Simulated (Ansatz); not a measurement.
Basis sets compared for Te₃⁻. Charge -1, multiplicity 2. Geometry PBE0-D4/def2-SVPD. Ansatz on 4 threads of Intel Xeon on a shared host; times are rough, and most runs start from earlier orbitals.

```xyz
3

Te   -0.248   -1.452    1.756
Te    1.172    1.256   -1.518
Te   -0.924    0.196   -0.238
```

In the def2 sets Te takes a core potential; there is no spin–orbit coupling. The structure comes from a short search, and lower isomers may exist.

| level | functions | energy (Eh) | HOMO (eV) | LUMO (eV) | wall time |
| --- | --- | --- | --- | --- | --- |
| PBE-D4/def2-SVPD | 105 | -804.1938 | -0.41 | 0.04 | 4.5 s |
| PBE0-D4/def2-SVPD | 105 | -804.2382 | -1.39 | 0.47 | 9 s |

(1) Estimate the rows for PBE-D4/def2-TZVPD, PBE0-D4/def2-TZVPD.

## Answers

(1) 
| level | functions | energy (Eh) | HOMO (eV) | LUMO (eV) | wall time |
| --- | --- | --- | --- | --- | --- |
| PBE-D4/def2-TZVPD | 177 | -804.2223 | -0.42 | 0.06 | 10 s |
| PBE0-D4/def2-TZVPD | 177 | -804.2659 | -1.39 | 0.51 | 15 s |
